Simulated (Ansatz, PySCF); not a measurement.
FeO₄, SMILES [O]=[Fe](=[O])(=[O])=[O], multiplicity 1. Atoms are numbered in the order given.

```xyz
5

Fe     0.0000     0.0000     0.0000
O     -0.8969     0.8969    -0.8969
O      0.8969     0.8969     0.8969
O      0.8969    -0.8969    -0.8969
O     -0.8969    -0.8969     0.8969
```
Charge 0, spin multiplicity 1.

Geometry: PBE0-D3(BJ)/def2-SVP. The multiplicity is an assumed one; other spin states were not compared.

Two levels are set side by side: PBE-D3(BJ)/def2-SVP (Ansatz, a program for electronic structure) and PBE0-D3(BJ)/def2-SVP (PySCF). Each level has its own optimised geometry; the coordinates shown are those of the second. Frequencies come from the Hessian of PySCF at each geometry. Differences are taken from unrounded values.

```tsv
quantity	PBE0-D3(BJ)
mean bond length (Å)	1.554
bond Fe1–O2 (Å)	1.554
bond Fe1–O3 (Å)	1.554
bond Fe1–O4 (Å)	1.554
bond Fe1–O5 (Å)	1.554
highest harmonic wavenumber (cm⁻¹)	1029
mean harmonic wavenumber (cm⁻¹)	688
zero-point energy (kcal/mol)	8.86
```

### Question
What does PBE-D3(BJ) give, and how far is it from PBE0-D3(BJ)? (The exact figures need the calculation; the answer reports its results.)

### Answer

```tsv
quantity	PBE-D3(BJ)	PBE-D3(BJ) minus PBE0-D3(BJ)
mean bond length (Å)	1.588	0.035
bond Fe1–O2 (Å)	1.588	0.035
bond Fe1–O3 (Å)	1.588	0.035
bond Fe1–O4 (Å)	1.588	0.035
bond Fe1–O5 (Å)	1.588	0.035
highest harmonic wavenumber (cm⁻¹)	958	-71
mean harmonic wavenumber (cm⁻¹)	639	-50
zero-point energy (kcal/mol)	8.22	-0.64
```

Exact exchange shortens and stiffens bonds; PBE has none. Differences between two approximate levels are no errors against the true value.
